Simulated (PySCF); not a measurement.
C6H6OS.
Bonds: C1–C2, C2–O3 (double), C2–C4, C4–C5 (aromatic), C5–C6 (aromatic), C6–S7 (aromatic), S7–C8 (aromatic), C4–C8 (aromatic). Hydrogens: H9, H10, H11 on C1; H12 on C5; H13 on C6; H14 on C8.

Torsions of this conformer, `[CH3:1][C:2](=[O:3])[c:4]1[cH:5][cH:6][s:7][cH:8]1`: C1–C2–C4–C5 0°.

The closed-shell ground state was solved at several levels (PySCF, density fitting, gas phase, non-relativistic). The structure is a single PBE0-D3(BJ)/def2-TZVP conformer in the gas phase; no vibrational or solvent corrections.

| level | basis functions | total energy (Eh) | HOMO (eV) | LUMO (eV) | gap (eV) | dipole (D) |
| --- | --- | --- | --- | --- | --- | --- |
| B97-2/pcSseg-2 | 379 | -705.7093 | -7.02 | -1.56 | 5.46 | 3.17 |
| wB97X-D/pcSseg-2 | 379 | -705.6810 | -9.04 | 0.25 | 9.29 | 3.18 |
| PBE0/pcSseg-2 | 379 | -705.2972 | -7.27 | -1.51 | 5.76 | 3.18 |

Q: Estimate the row for KT3/pcSseg-2, a basis of 379 functions; the other rows only guide the guess.

A: Total energy -713.4558 Eh, HOMO -5.89 eV, LUMO -2.37 eV, gap 3.52 eV, dipole 3.06 D.

Q: Over all these levels, which gives the widest orbital gap and which the narrowest?

A: wB97X-D/pcSseg-2 (range-separated hybrid) has the widest, 9.29 eV, and KT3/pcSseg-2 (GGA) the narrowest, 3.52 eV. From the narrowest to the widest the HOMO moves by -3.15 eV and the LUMO by +2.62 eV.

Q: In the pcSseg-2 basis, how does the gap go with the fixed share of exact exchange?

A: KT3 (0 %) 3.52 eV; B97-2 (21 %) 5.46 eV; PBE0 (25 %) 5.76 eV. Each rise in the share widens the gap here.

Q: How far do the dipole and the HOMO energy spread over the levels?

A: The dipole runs from 3.06 to 3.18 D (mean 3.15 D) and the HOMO from -9.04 to -5.89 eV.

The pairwise dispersion term of wB97X-D wasn't added to the energies; at a given geometry it leaves orbitals and properties as they are.
